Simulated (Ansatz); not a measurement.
`[F][GeH2][AlH2]` + `CO[SiH](C)O` → `C[O][GeH2][AlH2]` + `C[SiH](O)F`  (redistribution)

Gas-phase electronic energies from Ansatz, PBE0-D4/def2-TZVP geometries. CCSD(T)/CBS is the MP2 limit (def2-TZVPP, def2-QZVPP) plus CCSD(T) − MP2 in def2-TZVPP, frozen cores. Functionals use def2-TZVPP. B3LYP here is the variant with VWN-RPA as its local correlation; programs differ in this. For Ge outer-core shells are correlated without core-valence functions, which leaves a few kJ/mol of doubt a bond. Scalar relativity is left out up to krypton. One conformer a species, not always the lowest.

`[F][GeH2][AlH2]`:

Z-matrix (Å, degrees):
```
Ge
Al 1 2.493
F 1 1.758 2 108.2
H 1 1.545 2 115.6 3 -116.7
H 1 1.546 2 115.7 3 116.7
H 2 1.583 1 120.5 3 0.2
H 2 1.587 1 118.2 3 180.0
```

`CO[SiH](C)O`:

Cartesian coordinates in Å:
```
C 0.339 1.667 -1.317
O 0.604 0.398 -0.774
Si -0.191 -0.216 0.522
C 0.552 -1.870 0.866
O -1.800 -0.425 0.231
H 1.134 1.915 -2.023
H -0.616 1.678 -1.854
H 0.314 2.444 -0.542
H -0.058 0.757 1.648
H 0.373 -2.543 0.025
H 1.630 -1.787 1.015
H 0.109 -2.315 1.760
H -2.389 0.299 0.442
```

`C[O][GeH2][AlH2]`:

Cartesian coordinates in Å:
```
C 1.613 0.788 -0.412
O 0.313 1.230 -0.701
Ge -0.981 -0.015 -0.746
Al -1.297 -1.039 1.508
H 2.272 1.660 -0.379
H 1.997 0.100 -1.179
H 1.678 0.282 0.563
H -0.581 -1.046 -1.837
H -2.200 0.769 -1.270
H -0.299 -0.700 2.695
H -2.513 -2.029 1.759
```

`C[SiH](O)F`:

Z-matrix (Å, degrees):
```
C
Si 1 1.851
H 1 1.093 2 110.5
H 1 1.093 2 110.6 3 -119.8
H 1 1.093 2 111.4 3 119.7
O 2 1.634 1 113.2 3 179.7
F 2 1.601 1 107.2 3 -59.2
H 2 1.477 1 113.7 3 59.6
H 6 0.958 2 119.0 1 51.4
```

```json
{"level": "PBE-D4", "ΔE (kcal/mol)": "-2.4", "difference from CCSD(T)/CBS": "0.9"}
{"level": "r2SCAN-D4", "ΔE (kcal/mol)": "-2.5", "difference from CCSD(T)/CBS": "0.8"}
{"level": "PBE0-D4", "ΔE (kcal/mol)": "-2.3", "difference from CCSD(T)/CBS": "1.0"}
{"level": "B3LYP-D4", "ΔE (kcal/mol)": "-1.9", "difference from CCSD(T)/CBS": "1.4"}
{"level": "B2PLYP", "ΔE (kcal/mol)": "-2.4", "difference from CCSD(T)/CBS": "0.9"}
{"level": "B3LYP", "ΔE (kcal/mol)": "-1.7", "difference from CCSD(T)/CBS": "1.6"}
{"level": "HF/def2-TZVPP", "ΔE (kcal/mol)": "-1.1", "difference from CCSD(T)/CBS": "2.2"}
{"level": "SCS-MP2/def2-TZVPP", "ΔE (kcal/mol)": "-3.1", "difference from CCSD(T)/CBS": "0.2"}
{"level": "MP2/def2-QZVPP", "ΔE (kcal/mol)": "-3.5", "difference from CCSD(T)/CBS": "-0.2"}
{"level": "CCSD/CBS(def2)", "ΔE (kcal/mol)": "-3.0", "difference from CCSD(T)/CBS": "0.3"}
{"level": "CCSD(T)/CBS", "ΔE (kcal/mol)": "-3.3", "difference from CCSD(T)/CBS": "0"}
```

Largest T1 diagnostic among the species: 0.012.

In def2-TZVPP, CCSD(T) changes the Hartree–Fock value by −2.2 kcal/mol (the triples alone add −0.3 kcal/mol) and MP2 by −2.5 kcal/mol.
